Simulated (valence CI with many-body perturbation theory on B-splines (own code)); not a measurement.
Values are calculated unless marked as measured or tabulated.
**Ni23+: what each term of the Hamiltonian does**

Method: configuration interaction combined with many-body perturbation theory (CI+MBPT): three valence electrons over a frozen Dirac-Fock core [He], radial functions for each j: 11 s, 11 p, 9 d, 7 f, 5 g, 2 h, 1 i, with the one-electron correlation potential Σ1 (screened to all orders), the two-electron term Σ2, the three-electron term Σ3, Breit, model QED; selected single and double excitations, second order for the rest (own B-spline code, finite nucleus).

No measured spectrum was set against this ion. As an estimate, levels of excited configurations hold to 0.05 to 0.15 % of their energy, terms of the ground configuration to about 0.5 %.

Each rung adds one term. CI alone is the Dirac-Coulomb CI over the frozen core; QED comes last and gives the full result, which names the levels. Energies are above 2s2 2p 2P°_1/2 on the same rung, in eV.

Names give the largest LS component (configuration and term), which can be under half, so a name can repeat, a term be missing and a line seem to break the LS rules; names also repeat where a configuration has a term twice. Letters in brackets count levels of one name in rising energy.

```
               Level  CI alone     Σ1     Σ2     Σ3  Breit    QED    Full
      2s2 2p 2P°_3/2      20.9  +0.02   0.00   0.00  -0.64  +0.04    20.3
       2s 2p2 4P_1/2      57.0  -0.17  -0.02  +0.01  +0.46  -0.56    56.7
       2s 2p2 4P_3/2      67.5  -0.16  -0.02  +0.01  +0.07  -0.53    66.9
       2s 2p2 4P_5/2      76.7  -0.15  -0.03  +0.01  -0.56  -0.52    75.5
       2s 2p2 2D_3/2     105.6  -0.16  -0.10  -0.03  -0.20  -0.53   104.6
       2s 2p2 2D_5/2     110.9  -0.15  -0.07  -0.02  -0.56  -0.51   109.6
       2s 2p2 2P_1/2     119.2  -0.16  -0.22  -0.05  +0.37  -0.56   118.5
       2s 2p2 2S_1/2     141.2  -0.14  -0.12  -0.05  -0.22  -0.50   140.1
       2s 2p2 2P_3/2     143.4  -0.14  -0.31  -0.05  -0.56  -0.51   141.8
         2p3 4S°_3/2     178.1  -0.34  -0.33  -0.04  +0.29  -1.11   176.5
         2p3 2D°_3/2     197.5  -0.33  -0.28  -0.04  +0.33  -1.10   196.1
         2p3 2D°_5/2     203.7  -0.32  -0.27  -0.04  -0.37  -1.09   201.6
         2p3 2P°_1/2     222.3  -0.32  -0.26  -0.04  +0.26  -1.07   220.9
         2p3 2P°_3/2     234.3  -0.30  -0.26  -0.04  -0.40  -1.04   232.2
       2s2 3s 2S_1/2    1192.9  +0.29  -0.05  -0.04  -1.11  +0.19  1192.1
      2s2 3p 2P°_1/2    1217.3  +0.25  -0.05  -0.04  -0.91  +0.01  1216.6
      2s2 3p 2P°_3/2    1223.2  +0.25  -0.05  -0.04  -1.11  +0.03  1222.3
    2s 2p 3s 4P°_1/2    1241.6  +0.11  -0.04  -0.04  -0.45  -0.38  1240.8
       2s2 3d 2D_3/2    1245.5  +0.30  -0.06  -0.03  -1.26  +0.03  1244.5
    2s 2p 3s 4P°_3/2    1246.7  +0.12  -0.05  -0.04  -0.73  -0.37  1245.7
       2s2 3d 2D_5/2    1247.3  +0.30  -0.06  -0.03  -1.30  +0.04  1246.2
2s 2p 3s 2P°_1/2 [a]    1255.8  +0.12  -0.05  -0.04  -0.60  -0.37  1254.9
    2s 2p 3s 4P°_5/2    1261.9  +0.13  -0.04  -0.04  -1.28  -0.33  1260.4
     2s 2p 3p 4D_1/2    1263.0  +0.07  -0.05  -0.04  -0.23  -0.55  1262.2
     2s 2p 3p 4D_3/2    1267.6  +0.08  -0.06  -0.04  -0.51  -0.54  1266.5
2s 2p 3s 2P°_3/2 [a]    1271.8  +0.13  -0.06  -0.04  -1.21  -0.33  1270.3
 2s 2p 3p 2P_3/2 [a]    1273.4  +0.08  -0.06  -0.04  -0.47  -0.54  1272.3
 2s 2p 3p 2P_1/2 [a]    1275.7  +0.08  -0.06  -0.04  -0.70  -0.54  1274.4
     2s 2p 3p 4D_5/2    1276.2  +0.09  -0.06  -0.04  -0.77  -0.52  1274.9
     2s 2p 3p 4P_1/2    1277.8  +0.08  -0.07  -0.04  -0.44  -0.54  1276.8
 2s 2p 3p 2D_3/2 [a]    1281.2  +0.08  -0.07  -0.04  -0.69  -0.53  1279.9
```

The middle columns are the shifts that each term adds.

Problem. How does the ionisation energy move along the ladder, and which term matters most?

Solution. CI alone 2131.9, + Σ1 2132.2, + Σ2 2132.2, + Σ3 2132.1, + Breit 2130.8, + QED 2130.9 eV. The largest step is Breit, -1.3 eV. NIST lists 2130.5 ± 0.9 eV (semi-empirical).
